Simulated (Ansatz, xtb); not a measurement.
# C5H6BNO: which of two isomers lies lower

Structure I is `Bn1ccc(C=O)c1`, a singlet and structure II is `Bn1cccc1C=O`, a singlet. Both are isolated molecules in the gas phase, relaxed with PBE-D3(BJ)/def2-SVP; the shapes shown needn't be the lowest conformers.

I (Å):

```json
{"atom": "C", "x (Å)": "1.5951", "y (Å)": "-1.8626", "z (Å)": "0.2548"}
{"atom": "C", "x (Å)": "2.0966", "y (Å)": "-0.6530", "z (Å)": "0.6554"}
{"atom": "C", "x (Å)": "1.0488", "y (Å)": "0.0181", "z (Å)": "1.4012"}
{"atom": "C", "x (Å)": "1.1321", "y (Å)": "1.3442", "z (Å)": "2.0249"}
{"atom": "C", "x (Å)": "-0.0495", "y (Å)": "-0.8258", "z (Å)": "1.4172"}
{"atom": "B", "x (Å)": "-0.6026", "y (Å)": "-3.1075", "z (Å)": "0.5069"}
{"atom": "N", "x (Å)": "0.2666", "y (Å)": "-1.9896", "z (Å)": "0.7164"}
{"atom": "O", "x (Å)": "2.1206", "y (Å)": "2.0613", "z (Å)": "1.9900"}
{"atom": "H", "x (Å)": "-1.7195", "y (Å)": "-3.0561", "z (Å)": "0.9735"}
{"atom": "H", "x (Å)": "-0.1808", "y (Å)": "-4.0503", "z (Å)": "-0.1259"}
{"atom": "H", "x (Å)": "2.0436", "y (Å)": "-2.6765", "z (Å)": "-0.3250"}
{"atom": "H", "x (Å)": "3.0944", "y (Å)": "-0.2439", "z (Å)": "0.4640"}
{"atom": "H", "x (Å)": "0.1874", "y (Å)": "1.6690", "z (Å)": "2.5585"}
{"atom": "H", "x (Å)": "-1.0397", "y (Å)": "-0.7015", "z (Å)": "1.8698"}
```

II (Å):

```yaml
atoms:
  - { symbol: C, position_ang: [0.5509, 0.9066, -0.3139] }
  - { symbol: C, position_ang: [1.7167, 0.2528, -0.6622] }
  - { symbol: C, position_ang: [1.4516, -1.1465, -0.5505] }
  - { symbol: C, position_ang: [0.1314, -1.3074, -0.1370] }
  - { symbol: C, position_ang: [-0.5255, -2.5924, 0.0978] }
  - { symbol: B, position_ang: [-1.7708, 0.3499, 0.4135] }
  - { symbol: N, position_ang: [-0.4383, -0.0236, 0.0126] }
  - { symbol: O, position_ang: [-1.6745, -2.7921, 0.4650] }
  - { symbol: H, position_ang: [-2.5803, -0.4992, 0.6777] }
  - { symbol: H, position_ang: [-1.9935, 1.5422, 0.4581] }
  - { symbol: H, position_ang: [0.3201, 1.9768, -0.2653] }
  - { symbol: H, position_ang: [2.6575, 0.7261, -0.9643] }
  - { symbol: H, position_ang: [2.1487, -1.9701, -0.7491] }
  - { symbol: H, position_ang: [0.1817, -3.4533, -0.1068] }
```

Quicker runs give these differences E(II) − E(I): GFN2-xTB +0.35 kcal/mol; HF/STO-3G +2.68 kcal/mol (at GFN2-xTB geometries); r2SCAN-D4/def2-SVP −0.33 kcal/mol (at GFN2-xTB geometries).

Problem. Estimate which is lower in electronic energy at CCSD(T)/def2-SVP + ΔMP2/def2-TZVPP, and by roughly how much.

Solution. Too close to call at this level: CCSD(T)/def2-SVP + ΔMP2/def2-TZVPP gives E(II) − E(I) = +1.90 kcal/mol.

How the difference moves with the method:

| level | geometry | E(II) − E(I) (kcal/mol) | departure from the last row (kcal/mol) | job, with rough time for the two |
| --- | --- | --- | --- | --- |
| GFN2-xTB | GFN2-xTB | +0.35 | −1.56 | optimisation, 0.14 s |
| HF/STO-3G | GFN2-xTB | +2.68 | +0.77 | single point, 0.5 s |
| r2SCAN-D4/def2-SVP | GFN2-xTB | −0.33 | −2.24 | single point, 3.8 s |
| PBE-D3(BJ)/def2-SVP | PBE-D3(BJ)/def2-SVP | −0.39 | −2.29 | optimisation, 24 s |
| HF/def2-SVP | PBE-D3(BJ)/def2-SVP | +2.91 | +1.00 | part of the CCSD(T) run |
| MP2/def2-SVP | PBE-D3(BJ)/def2-SVP | +0.98 | −0.93 | part of the CCSD(T) run |
| CCSD(T)/def2-SVP | PBE-D3(BJ)/def2-SVP | +1.70 | −0.20 | single point |
| CCSD(T)/def2-SVP + ΔMP2/def2-TZVPP | PBE-D3(BJ)/def2-SVP | +1.90 |  | single point, 64 s |

As drawn, both hold the same kinds of bond in the same numbers.

GFN2-xTB, r2SCAN-D4/def2-SVP, PBE-D3(BJ)/def2-SVP find them nearly level. The largest departure from CCSD(T)/def2-SVP + ΔMP2/def2-TZVPP is that of PBE-D3(BJ)/def2-SVP, 2.29 kcal/mol. The last row adds to CCSD(T) the change of the MP2 difference between the two basis sets, here +0.20 kcal/mol.

With thermal terms from frequencies at re-optimised GFN2-xTB minima (ideal gas, soft modes damped towards free rotors, one conformer each, 298.15 K, 1 atm): the zero-point term adds +0.03 kcal/mol; ΔH is +1.94 and ΔG +1.90 kcal/mol.

The correlated steps freeze 8 core orbitals. Run with Ansatz 0.2.0, xtb 6.7.1; the last row on 2 threads of Intel(R) Xeon(R) 6975P-C (Granite Rapids) on a shared host.
